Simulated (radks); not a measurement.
Coulomb parameter of the 3d shell of neutral zinc in the model configuration [Ar] 3d8 4s2 4p2, as a second difference U = [E(n + 0.25) + E(n - 0.25) - 2 E(n)] / (0.25)^2 with all orbitals relaxed. "Bare": the charge of the atom changes with n. "Screened": the 4p shell takes up the change at fixed total charge, which measures U(3d,3d) + U(4p,4p) - 2 U(3d,4p). Method: scalar-relativistic Kohn-Sham, SCAN, spin-unpolarised, spherical densities, finite nucleus; meta-GGA in the generalised Kohn-Sham scheme; Fermi nuclear charge, rms radius 3.9283 fm; computed with a radial shooting solver on a logarithmic mesh with Libxc functionals.

| case | configuration | E - E(n) (eV) |
|---|---|---|
| start | [Ar] 3d8 4s2 4p2 | 0.000 |
| bare +0.25 | [Ar] 3d8.25 4s2 4p2 | -6.316 |
| bare -0.25 | [Ar] 3d7.75 4s2 4p2 | 7.337 |
| screened +0.25 | [Ar] 3d8.25 4s2 4p1.75 | -5.603 |
| screened -0.25 | [Ar] 3d7.75 4s2 4p2.25 | 6.080 |

U(bare) = 16.340 eV, U(screened by 4p) = 7.625 eV, against the Slater integral F0(3d,3d) = 31.619 eV with frozen orbitals. The step up makes a negative ion, whose loosely bound charge lowers the bare value.
